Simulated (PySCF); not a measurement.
HgCl2, SMILES [Cl][Hg][Cl].

Geometry optimised at B3LYP-D3(BJ)/def2-TZVP. The isomer is the one that the SMILES or the coordinates give; other isomers of the formula were not compared. The def2 effective core potentials stand for the cores of Hg; spin–orbit coupling is left out.

Two levels are set side by side: TDDFT-PBE/def2-SVPD (PySCF) and TDDFT-B3LYP/def2-SVPD (PySCF). Vertical, same geometry. The lowest singlet is HOMO−1→LUMO 100 % with PBE and HOMO−1→LUMO 100 % with the other functional; states are paired by order. Differences are taken from unrounded values.

| quantity | TDDFT-B3LYP |
|---|---|
| lowest singlet excitation (eV) | 4.63 |
| lowest triplet excitation (TDA) (eV) | 4.20 |
| first bright state (f over 0.05) (eV) | 6.62 |
| its oscillator strength | 0.13 |

### Question
What does TDDFT-PBE give, and how far is it from TDDFT-B3LYP? (The exact figures need the calculation; the answer reports its results.)

### Answer

```json
[
 {"quantity": "lowest singlet excitation (eV)", "TDDFT-PBE": "4.27", "TDDFT-PBE minus TDDFT-B3LYP": "-0.36"},
 {"quantity": "lowest triplet excitation (TDA) (eV)", "TDDFT-PBE": "3.85", "TDDFT-PBE minus TDDFT-B3LYP": "-0.36"},
 {"quantity": "first bright state (f over 0.05) (eV)", "TDDFT-PBE": "6.35", "TDDFT-PBE minus TDDFT-B3LYP": "-0.27"},
 {"quantity": "its oscillator strength", "TDDFT-PBE": "0.07", "TDDFT-PBE minus TDDFT-B3LYP": "-0.06"}
]
```

Functionals without exact exchange tend to place singlet excitations lower, as here. Differences between two approximate levels are no errors against the true value.

Rough cost on one machine, each run with all the roots and properties that it gave: TDDFT-B3LYP against TDDFT-PBE about 3 times.
